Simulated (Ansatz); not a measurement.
`C[CH2][Al]([Cl])[Br]` + H₂O → `[OH][Al]([Cl])[Br]` + `CC` at 600 K and 1 bar (formal hydrolysis of the Al–C bond).

Program: Ansatz. Geometries: PBE0-D4/def2-TZVP. ΔE: electronic, gas phase. CBS: MP2 limit from def2 TZ/QZ plus the TZ coupled-cluster correction, frozen cores. This one scheme is used for every species. For Br outer-core shells are correlated without core-valence functions, which leaves a few kJ/mol of doubt a bond. Scalar relativity is left out up to krypton. One conformer a species, not always the lowest.

```
               species  CCSD(T)/CBS energy (Eh)  H − E (kJ/mol)  S (J/(mol·K))
`C[CH2][Al]([Cl])[Br]`              -3354.38028           239.9          477.9
                   H₂O                -76.37941            76.8          212.8
  `[OH][Al]([Cl])[Br]`              -3351.09145            87.9          396.2
                  `CC`                -79.71954           228.8          274.9
```

H − E and S are ideal-gas, rigid-rotor, harmonic terms from PBE0-D4/def2-TZVP, for one conformer and one mirror image of each species. 1 Eh = 2625.50 kJ/mol, R = 8.31446 J/(mol·K).

Q: By hand: ΔE, ΔH, ΔS and ΔG.

A: ΔE = (-3351.09145) + (-79.71954) − (-3354.38028) − (-76.37941) = -0.05130 Eh = -134.7 kJ/mol. Δ(H − E) = 87.9 + 228.8 − 239.9 − 76.8 = 0.0, so ΔH = -134.7 kJ/mol. ΔS = 396.2 + 274.9 − 477.9 − 212.8 = -19.6 J/(mol·K). ΔG = -134.7 − 600 × (-19.6)/1000 = -122.9 kJ/mol.

Q: By hand: the equilibrium constant, and the temperature at which ΔG would vanish if ΔH and ΔS stayed fixed.

A: log₁₀ K = −ΔG/(RT ln 10) = 10.7. ΔG = 0 at ΔH/ΔS = 6872 K, far beyond where these terms or the molecules hold.

ΔH outweighs TΔS. A doubt of 5 kJ/mol in ΔE shifts log₁₀ K by 0.4 here. Other conformers and mirror images would add mixing entropy, several J/(mol·K) or more a flexible species. Modes under 60 cm⁻¹, often nearly free rotors, make the harmonic entropy too high. These are equilibria of isolated gas molecules and say nothing of rates. Largest T1 diagnostic: 0.009 (customary marks: 0.02 for closed shells, 0.045 for open ones).
